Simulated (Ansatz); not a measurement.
Computed with Ansatz.

Basis-set series for `[Cl][In]([Cl])[SeH]`. Charge 0, multiplicity 1. In: def2 effective core potential. The structure was optimised at the PBE0-D4/def2-TZVP level. It is one conformer, not always the lowest.

```csv
functional,basis,functions,energy (Eh),HOMO (eV),LUMO (eV)
PBE0-D4,def2-SVP,99,-3511.66436,-7.80,-2.37
PBE0-D4,def2-QZVPP,341,-3512.36523,-7.94,-2.55
ωB97M-V,def2-SVP,99,-3512.01834,-9.90,-0.37
ωB97M-V,def2-QZVPP,341,-3512.71140,-10.08,-0.73
```

Problem. Give the rows for def2-TZVPP. (An estimate is asked.)

Solution. The calculation gave: 
```
functional       basis  functions  energy (Eh)  HOMO (eV)  LUMO (eV)
   PBE0-D4  def2-TZVPP        196  -3512.28630      -7.92      -2.51
   ωB97M-V  def2-TZVPP        196  -3512.63532     -10.06      -0.61
```

Scalar relativity is left out up to krypton.
